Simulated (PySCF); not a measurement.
Geometries of 2 isomers of GeH8OSi2, from PBE0-D3(BJ)/def2-SVP geometry optimisation, gas phase in PySCF. One conformer each, no zero-point energy, no frequencies.

Question: Which isomer lies lower at this level?
A.
```xyz
12
angstrom
Si     1.857    0.824   -0.020
Si     0.602   -1.089   -0.567
O     -1.017   -0.728   -0.671
Ge    -2.201    0.090    0.377
H      3.319    0.507   -0.025
H      1.598    1.923   -1.002
H      1.489    1.324    1.344
H      1.042   -1.626   -1.890
H      0.852   -2.143    0.471
H     -1.637    1.474    0.754
H     -2.419   -0.770    1.635
H     -3.482    0.211   -0.458
```
B.
```xyz
12
angstrom
Si    -2.305    0.521    0.235
O     -1.005   -0.351   -0.311
Si     0.397   -1.129    0.126
Ge     2.232    0.365   -0.144
H     -3.227   -0.358    1.016
H     -1.850    1.642    1.114
H     -3.024    1.076   -0.944
H      0.564   -2.329   -0.746
H      0.318   -1.586    1.550
H      1.999    1.648    0.677
H      2.397    0.763   -1.623
H      3.545   -0.287    0.335
```

Answer: B. That is `[SiH3]O[SiH2][GeH3]`, 16.2 kcal/mol below the other.

| SMILES | atoms numbered as above | E (Eh) | relative (kcal/mol) | relative (kJ/mol) | dipole (D) |
| --- | --- | --- | --- | --- | --- |
| [SiH3]O[SiH2][GeH3] | [SiH3:1][O:2][SiH2:3][GeH3:4] | -2734.99061 | 0.0 | 0.0 | 0.44 |
| [SiH3][SiH2][O][GeH3] | [SiH3:1][SiH2:2][O:3][GeH3:4] | -2734.96479 | 16.2 | 67.8 | 1.18 |

As drawn, the higher has an Si–Si bond, which the lower lacks.
